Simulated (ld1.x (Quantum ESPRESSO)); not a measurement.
Values are calculated unless marked as measured or tabulated.
**Hardness and transferability of assorted potentials**

Generated with ld1.x 7.5 (TM, RRKJ, ultrasoft, PAW), atompaw 4.2 or ONCVPSP 4.0.1. The cutoff is in Ry: for ld1.x and atompaw files where the sum of valence levels is converged to 10 mRy in a Bessel basis, for ONCV files where the hardest occupied wave has 1 mHa per electron of residual kinetic energy. The error is the largest all-electron minus pseudo excitation energy over each file’s own four to seven test configurations (ionisations up to +4, promotions, holes and added fractions of an electron), all of which were solved. The labels leave out finer settings (local radius, basis sizes, second energies), which also bear on the numbers. Spin-polarised tests are not counted. The rows are a selection from randomly drawn settings: files with unsolved tests, undetermined cutoffs or missed reference levels are left out.

A true bound ghost makes a file unfit for plane-wave use even where its test errors are small: the radial tests pick states by their node count and pass the ghost by.

| element | potential | cutoff (Ry) | largest error (meV) | bound ghosts |
| --- | --- | --- | --- | --- |
| N | TM semilocal, revPBE, non-relativistic, rc 1.10/1.00 (sp), local s, core correction yes, reference 2s2 2p1.5 | 90 | +181 | none |
| F | ultrasoft, LDA (PZ), scalar-relativistic, rc 0.90/1.35/1.50 (spd), local smoothed, core correction yes, reference 2s2 2p5 | 40 | +81 | none |
| Ge | ultrasoft, PBE, scalar-relativistic, rc 2.42/2.16/1.90 (spd), local smoothed, core correction no, reference 3d10 4s1 4p3 | 30 | -324 | none |
| Tc | ultrasoft, LDA (PZ), scalar-relativistic, rc 1.85/1.80/2.25 (spd), local smoothed, core correction yes, reference 4s2 4p6 4d5 5s0 5p0 | 25 | +14 | none |
| Hf | TM, PBEsol, scalar-relativistic, rc 2.15/2.05/3.00 (spd), local smoothed, core correction yes, reference 5p6 5d2 6s2 6p0 | 25 | -150 | s |
| Re | ultrasoft, PBE, scalar-relativistic, rc 1.55/1.65/1.55 (spd), local smoothed, core correction no, reference 5s2 5p6 5d5 6s1.5 6p0.5 | 40 | -162 | none |

(1) Fill in the row for O: TM, LDA (PZ), scalar-relativistic, rc 1.00/1.15 (sp), local smoothed, core correction no, reference 2s2 2p4.

(2) Fill in the row for Nb: TM, PBE, scalar-relativistic, rc 3.15/3.75/2.70/3.55 (spdf), local smoothed, core correction yes, reference 4d4 5s0 5p0.

(3) Fill in the row for Zn: ultrasoft, PBEsol, fully relativistic, rc 1.80/2.50/1.10 (spd), local smoothed, core correction no, reference 3d10 4s2 4p0.

Results:

(1) cutoff 90 Ry, largest error +1162 meV, bound ghosts: none.

(2) cutoff 25 Ry, largest error -523 meV, bound ghosts: none.

(3) cutoff 120 Ry, largest error -146 meV, bound ghosts: none.
